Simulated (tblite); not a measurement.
Species: CH13N3OSi4.
SMILES with atom numbers: `[OH:1][Si@H:2]1[NH:3][SiH2:4][NH:5][SiH2:6][CH2:7][NH:8][SiH2:9]1` (hydrogens: H10 on O1; H11 on Si2; H12 on N3; H13, H14 on Si4; H15 on N5; H16, H17 on Si6; H18, H19 on C7; H20 on N8; H21, H22 on Si9)

Computed with GFN2-xTB (tblite), gas phase: L-BFGS steps from a force-field or distance-geometry start until the largest atomic force falls under 0.01 eV/Å.

The end geometry, which sets the zero of energy:
```
atom  x, y, z in Å
O1      2.6761   -2.3744    0.0381
Si2     1.4749   -1.3637    0.4921
N3      1.9625    0.2563    0.0571
Si4     1.2555    1.7684    0.4943
N5     -0.1911    2.2043   -0.3749
Si6    -1.8361    1.7406   -0.1342
C7     -1.8878   -0.0944    0.3780
N8     -1.4850   -0.9455   -0.7279
Si9    -0.3314   -2.2147   -0.6324
H10     3.5763   -2.2155    0.3127
H11     1.4431   -1.2875    1.9649
H12     2.4839    0.2872   -0.8063
H13     2.2424    2.7958    0.1487
H14     0.9391    1.6862    1.9165
H15    -0.0594    2.9217   -1.0684
H16    -2.5269    1.9271   -1.4171
H17    -2.4843    2.5518    0.9107
H18    -2.8812   -0.3850    0.7423
H19    -1.1952   -0.2617    1.2037
H20    -2.1790   -0.9548   -1.4573
H21    -0.8494   -3.4512    0.0092
H22    -0.1573   -2.5714   -2.0507
```

Question: These geometries come from the run, each turned onto the end geometry. Order them by energy, lowest first.
A.
```
atom  x, y, z in Å
O1      2.6832   -2.3439   -0.1265
Si2     1.5017   -1.3703    0.4434
N3      1.9252    0.2724    0.0268
Si4     1.2433    1.7534    0.5882
N5     -0.1721    2.2924   -0.2751
Si6    -1.8090    1.7456   -0.2568
C7     -1.8649   -0.0604    0.3506
N8     -1.5034   -0.9890   -0.7063
Si9    -0.3630   -2.2645   -0.5453
H10     3.5985   -2.1911    0.0982
H11     1.5711   -1.3386    1.9172
H12     2.3858    0.3518   -0.8686
H13     2.2470    2.7954    0.3596
H14     0.9004    1.5545    1.9930
H15    -0.0320    3.1291   -0.8170
H16    -2.3235    1.8359   -1.6302
H17    -2.6390    2.5720    0.6390
H18    -2.8544   -0.3095    0.7532
H19    -1.1579   -0.1921    1.1703
H20    -2.2242   -1.0457   -1.4077
H21    -0.8589   -3.4356    0.2266
H22    -0.2644   -2.7423   -1.9336
```
B.
```
atom  x, y, z in Å
O1      2.6729   -2.3737   -0.0147
Si2     1.4830   -1.3743    0.4909
N3      1.9392    0.2535    0.0502
Si4     1.2523    1.7608    0.5307
N5     -0.1841    2.2326   -0.3394
Si6    -1.8326    1.7425   -0.1869
C7     -1.8774   -0.0790    0.3706
N8     -1.4839   -0.9608   -0.7140
Si9    -0.3419   -2.2383   -0.5933
H10     3.5877   -2.2040    0.1990
H11     1.4974   -1.3015    1.9634
H12     2.4154    0.2939   -0.8392
H13     2.2476    2.7892    0.2164
H14     0.9391    1.6498    1.9522
H15    -0.0488    3.0247   -0.9457
H16    -2.4602    1.8849   -1.5092
H17    -2.5603    2.5647    0.7956
H18    -2.8680   -0.3603    0.7493
H19    -1.1786   -0.2247    1.1948
H20    -2.1722   -0.9724   -1.4491
H21    -0.8551   -3.4598    0.0823
H22    -0.1819   -2.6284   -2.0045
```
C.
```
atom  x, y, z in Å
O1      2.7544   -2.2620   -0.6240
Si2     1.7810   -1.4023    0.3706
N3      2.0595    0.2957    0.0572
Si4     1.1631    1.6305    0.6783
N5     -0.1776    2.0970   -0.3324
Si6    -1.8691    1.7701   -0.2172
C7     -2.2218   -0.0728    0.1301
N8     -1.4788   -1.0010   -0.7001
Si9    -0.3352   -2.1518   -0.1305
H10     3.7041   -2.1793   -0.5842
H11     2.2880   -1.5535    1.7551
H12     2.6063    0.4923   -0.7676
H13     2.0710    2.7800    0.7071
H14     0.6315    1.2226    1.9711
H15     0.0494    2.8157   -1.0004
H16    -2.4283    2.1057   -1.5341
H17    -2.5204    2.5698    0.8281
H18    -3.2946   -0.2539   -0.0302
H19    -2.0349   -0.3250    1.1741
H20    -1.4052   -0.6745   -1.6513
H21    -0.9656   -2.7051    1.0810
H22    -0.3871   -3.1788   -1.1816
```
D.
```
atom  x, y, z in Å
O1      2.6754   -2.3284   -0.2159
Si2     1.5226   -1.3685    0.4344
N3      1.9442    0.2874    0.0622
Si4     1.2202    1.7468    0.6319
N5     -0.1564    2.2696   -0.3032
Si6    -1.8023    1.7490   -0.2981
C7     -1.8758   -0.0389    0.3576
N8     -1.5262   -0.9942   -0.6806
Si9    -0.3664   -2.2520   -0.5214
H10     3.6008   -2.1849   -0.0332
H11     1.6464   -1.3697    1.9059
H12     2.4217    0.3988   -0.8196
H13     2.2319    2.8032    0.5088
H14     0.7879    1.5027    2.0043
H15     0.0189    3.0688   -0.8905
H16    -2.3169    1.7925   -1.6714
H17    -2.6085    2.6203    0.5769
H18    -2.8649   -0.2736    0.7696
H19    -1.1656   -0.1527    1.1765
H20    -2.2704   -1.0866   -1.3523
H21    -0.8603   -3.4150    0.2616
H22    -0.2664   -2.7550   -1.9044
```
E.
```
atom  x, y, z in Å
O1      2.7129   -2.2578   -0.4430
Si2     1.6057   -1.3928    0.3938
N3      1.9772    0.2929    0.1310
Si4     1.1541    1.7006    0.6927
N5     -0.1535    2.2118   -0.3377
Si6    -1.8202    1.7667   -0.3369
C7     -1.9564    0.0086    0.3883
N8     -1.5390   -0.9701   -0.5986
Si9    -0.3747   -2.2196   -0.4186
H10     3.6468   -2.1410   -0.2856
H11     1.8774   -1.5451    1.8378
H12     2.5733    0.4554   -0.6657
H13     2.1307    2.7940    0.6920
H14     0.6167    1.3880    2.0126
H15     0.1072    2.8831   -1.0405
H16    -2.2743    1.7511   -1.7350
H17    -2.6318    2.7097    0.4549
H18    -2.9752   -0.2041    0.7329
H19    -1.3119   -0.0916    1.2606
H20    -2.1720   -0.9983   -1.3801
H21    -0.8563   -3.3453    0.4247
H22    -0.3471   -2.7767   -1.7804
```

Answer: B (0.002 eV), A (0.008 eV), D (0.015 eV), E (0.044 eV), C (0.095 eV).

In the order of the answer:

```json
{"step": "199", "E above end (eV)": "0.002", "largest force (eV/Å)": "0.03", "rms force component (eV/Å)": "0.009", "rms distance from end (Å)": "0.073", "rms bond change (Å)": "0.001", "bond most changed (Å)": "Si6–H16 +0.002"}
{"step": "154", "E above end (eV)": "0.008", "largest force (eV/Å)": "0.04", "rms force component (eV/Å)": "0.011", "rms distance from end (Å)": "0.175", "rms bond change (Å)": "0.001", "bond most changed (Å)": "Si9–H21 +0.001"}
{"step": "139", "E above end (eV)": "0.015", "largest force (eV/Å)": "0.07", "rms force component (eV/Å)": "0.024", "rms distance from end (Å)": "0.219", "rms bond change (Å)": "0.001", "bond most changed (Å)": "Si2–Si9 +0.002"}
{"step": "112", "E above end (eV)": "0.044", "largest force (eV/Å)": "0.07", "rms force component (eV/Å)": "0.020", "rms distance from end (Å)": "0.342", "rms bond change (Å)": "0.001", "bond most changed (Å)": "Si2–Si9 +0.003"}
{"step": "54", "E above end (eV)": "0.095", "largest force (eV/Å)": "0.08", "rms force component (eV/Å)": "0.025", "rms distance from end (Å)": "0.627", "rms bond change (Å)": "0.004", "bond most changed (Å)": "Si9–H21 -0.013"}
```

The cost below is that of the whole relaxation. Time: 3.0 s of wall time. Hardware: Arm Neoverse V1, one thread (shared host).
